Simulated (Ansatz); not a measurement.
Reaction (isomerisation): `[SiH3]C1BN1` → `B1CN[SiH2]1`

Computed with Ansatz on PBE0-D4/def2-TZVP structures; ΔE is electronic, products minus reactants. CCSD(T)/CBS adds triple-zeta CCSD(T) − MP2 to the extrapolated MP2 energy (def2 sets, frozen cores). Functionals use def2-TZVPP. HSE06 is defined as in plane-wave codes.

`[SiH3]C1BN1`:

Cartesian coordinates in Å:
```
Si 1.203 -0.295 0.732
C -0.400 -0.501 -0.195
B -1.531 0.589 -0.143
N -0.772 0.484 -1.241
H 2.394 -0.606 -0.113
H 1.334 1.114 1.195
H 1.229 -1.205 1.910
H -0.690 -1.531 -0.419
H -2.415 1.175 0.378
H -0.351 0.775 -2.104
```

`B1CN[SiH2]1`:

Cartesian coordinates in Å:
```
B -0.153 1.256 0.082
C 0.380 0.131 1.054
N 0.210 -1.021 0.162
Si -0.435 -0.246 -1.241
H -0.250 2.427 0.279
H 1.423 0.316 1.365
H -0.208 0.078 1.986
H 0.456 -1.952 0.448
H -1.814 -0.656 -1.650
H 0.391 -0.334 -2.485
```

| level | ΔE (eV) |
| --- | --- |
| HSE06-D4 | 0.16 |
| MP2/def2-TZVPP | 0.23 |

(1) What does CCSD(T)/CBS give? (Estimate.)

Largest T1 diagnostic among the species: 0.014.

Answers

(1) The calculation gave: +0.16 eV. The listed levels differ from it by 0.00, 0.07 eV.

From BLYP to BHLYP (50 % exact exchange), in def2-TZVPP and without D4, ΔE moves by −0.17 eV. At CCSD(T), def2-SVP lies +0.25 eV from the extrapolated value and def2-TZVPP +0.02 eV. Leaving LDA and LC-ωPBE aside and taking each functional with its dispersion term where it has one, the values, not all of them listed here, spread over 0.16 eV, from BHLYP-D4 to BLYP-D4.
